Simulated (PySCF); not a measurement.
# Two-component Hartree-Fock for Ir⁺ (iridium, charge +1)

Start: [Xe] 4f14 5d7 6s1; 5d3/2 filled at m_j = -3/2, -1/2, +1/2, +3/2; 5d5/2 filled at m_j = +1/2, +3/2, +5/2; 6s1/2 filled at m_j = +1/2. Calculated with PySCF 2.14 in x2c-TZVPall-2c with one added diffuse shell each of s, p, d type (12s12p11d2f, 117 functions): generalised Hartree-Fock with the X2C-1e Hamiltonian and a Gaussian nucleus; one run each with spin-orbit coupling (SO) switched off, then screened by Boettger's factors.

```tsv
spinor shell	electrons	ε, spin-free (eV)	ε, screened SO (eV)	weight of nominal j (screened SO)	rms radius, screened SO (bohr)
1s1/2	2	-76543.1	-76516.0	1.000	0.0197
2s1/2	2	-13545.1	-13536.4	1.000	0.0795
2p1/2	2	-11776.7	-12944.8	1.000	0.0675
3s1/2	2	-3240.6	-3237.6	1.000	0.203
3p1/2	2	-2715.0	-2973.2	1.000	0.195
3p3/2	4	-2715.0	-2609.9	1.000	0.210
3d3/2	4	-2128.3	-2173.6	1.000	0.185
3d5/2	6	-2128.3	-2095.4	1.000	0.189
4s1/2	2	-732.90	-731.82	1.000	0.450
4p1/2	2	-557.52	-619.15	1.000	0.456
4p3/2	4	-557.52	-532.04	1.000	0.490
4d3/2	4	-337.49	-347.06	1.000	0.507
4d5/2	6	-337.49	-330.11	1.000	0.519
5s1/2	2	-123.68	-123.39	1.000	1.05
4f5/2	6	-90.874	-92.167	0.996	0.586
4f7/2	8	-90.874	-88.893	0.997	0.587
5p1/2	2	-75.459	-86.751	0.983	1.16
5p3/2	4	-75.459	-70.553	0.992	1.25
5d3/2	4	-21.468	-21.920	0.713	1.77
5d5/2	3	-21.468	-20.923	0.709	1.80
6s1/2	1	-16.654	-16.598	0.995	2.95
```

**Question.** Where does 2p3/2 lie, and what is the 2p spin-orbit splitting (screened SO)?

**Answer.** At -11311.5 eV, 1633.3 eV above 2p1/2.

```json
{"quantity": "E (hartree)", "spin-free": "-17813.95331", "screened SO": "-17838.76037"}
{"quantity": "M_J", "spin-free": "5", "screened SO": "5"}
{"quantity": "⟨J²⟩", "spin-free": "30.007", "screened SO": "30.011"}
{"quantity": "⟨L²⟩", "spin-free": "12.005", "screened SO": "12.792"}
{"quantity": "⟨S²⟩", "spin-free": "6.003", "screened SO": "5.842"}
```

Each row is a mean over spinors that exchange with the open shell spreads, by up to 7.351 eV (5p3/2).

Rows whose weight is well below 1 are mixtures of j = l ± 1/2: exchange outweighs spin-orbit coupling there, and the label is only the starting occupation.

Breit and QED terms are absent; they matter most for the inner s and p1/2 levels.

Densities and radii are taken from the X2C orbitals without a picture-change correction, which distorts them close to the nucleus.

Without spin-orbit coupling the j labels of p, d and f shells carry no meaning; the spin-free column gives the mean over the occupied spinors of each nl shell.
